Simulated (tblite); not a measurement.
Compound: C5H9O2S (doublet state).
SMILES with atom numbers: `[CH3:1][CH2:2]/[C:3]=[CH:4]\[S:5]([CH3:6])(=[O:7])=[O:8]` (hydrogens: H9, H10, H11 on C1; H12, H13 on C2; H14 on C4; H15, H16, H17 on C6)

Cartesian coordinates in Å at the GFN2-xTB level; atoms count from 1:
```xyz
17
C5H9O2S angstrom
C      1.5240    1.1833   -0.3528
C      1.6601    0.0370   -1.3647
C      0.4979   -0.8258   -1.4010
C     -0.4714   -1.3887   -0.8240
S     -0.8570   -1.2104    1.0576
C     -2.0249    0.2106    1.1304
O      0.3198   -0.8407    1.8053
O     -1.5773   -2.3864    1.4757
H      0.6956    1.8339   -0.6249
H      2.4380    1.7718   -0.3451
H      1.3525    0.7794    0.6411
H      1.8353    0.4525   -2.3636
H      2.5257   -0.5805   -1.1079
H     -1.2307   -2.0531   -1.1832
H     -1.5121    1.0767    0.7357
H     -2.2884    0.3533    2.1705
H     -2.8941   -0.0478    0.5410
```

Calculated harmonic vibrations of the isolated species, GFN2-xTB (tblite), most abundant isotopes, no scaling. Against measured fundamentals such values can be off by several per cent, at times by over 20. One conformer, not necessarily the lowest. Open shells enter through the occupations alone, without spin polarisation, and single modes of such species can be off by tens of per cent.

Harmonic wavenumbers (cm⁻¹): 42.9, 57.6, 109.7, 123.8, 144.7, 176.9, 249.5, 251.5, 280.6, 321.9, 396.1, 412.5, 494.5, 520.7, 645.9, 696.2, 808.1, 814.9, 833.9, 899.8, 1009.2, 1049.8, 1064.5, 1068.6, 1102.1, 1215.4, 1229.4, 1230.2, 1295.0, 1395.2, 1417.6, 1424.9, 1432.5, 1488.7, 1496.9, 1878.0, 2918.8, 2956.6, 3031.6, 3040.1, 3065.4, 3067.0, 3088.7, 3099.3, 3121.4.

A = 3026, B = 1161, C = 1062 MHz; mass 133.032 u (most abundant isotopes); point group C1, symmetry number 1; spin multiplicity 2.

Problem. What is the zero-point energy?

Solution. ½Σν̃ = 28234 cm⁻¹ = 337.75 kJ/mol.

Problem. What is S at 400 K and 1 bar for an ideal gas of classical rigid rotors and harmonic oscillators?

Solution. Translation 175.96, rotation 124.35, vibration 179.00, spin (R ln 2) 5.76: S = 485.1 J/(mol K).

Problem. And Cp and H(400 K) − H(0)?

Solution. Cp = 196.55 J/(mol K), of which vibrations give 163.29 (their classical limit is 45 R = 374.2); H(400 K) − H(0) = 49.11 kJ/mol without the zero-point energy, 35.81 from vibrations.

Problem. What must be added to the electronic energy to get the Gibbs energy at 400 K and 1 bar?

Solution. ZPE + [H(400 K) − H(0)] − T·S = 337.75 + 49.11 − 194.03 = 192.83 kJ/mol.

Problem. Blend soft modes into free rotors: weight 1/[1 + (100 cm⁻¹/ν̃)⁴] for the oscillator and the rest for a rotor with moment μB/(μ + B), μ = h/(8π²ν), B = 10⁻⁴⁴ kg m². What vibrational entropy results?

Solution. 163.97 J/(mol K) in place of 179.00, which changes −T·S at 400 K by +6.01 kJ/mol.

Hindered rotation and anharmonicity are outside this model. Other conformers, if any are populated, would add a mixing term that is left out. The structure is chiral; the term R ln 2 for an equal mix with its mirror image is left out.
